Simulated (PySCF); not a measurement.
Correlation energy of Gd²⁺ (gadolinium, charge +2)

[Xe] 4f6 5d2, one real determinant (an excited configuration). All numbers are calculated (PySCF 2.14, scalar relativity by spin-free X2C-1e, in cc-pVDZ-X2C (8s7p5d3f1g, 84 functions)). Frozen: [Kr] 4d10; 16 electrons correlated.

```json
{"level": "CCSD", "correlation energy (mhartree)": "-357.55"}
{"level": "(T)", "correlation energy (mhartree)": "-8.27"}
{"level": "CCSD(T)", "correlation energy (mhartree)": "-365.82"}
```

Diagnostics: T1 = 0.0057, D1 = 0.0132, largest double amplitude 0.046.

The real determinant used has ⟨L²⟩ near 24 against 42 for a pure I term, so it mixes terms. Spin-orbit coupling, absent here, splits the open shell strongly.

Cost of the coupled-cluster step: of the order of 40 core-seconds, for 16 correlated electrons.

The reference is one real determinant that mixes LS terms of this configuration.
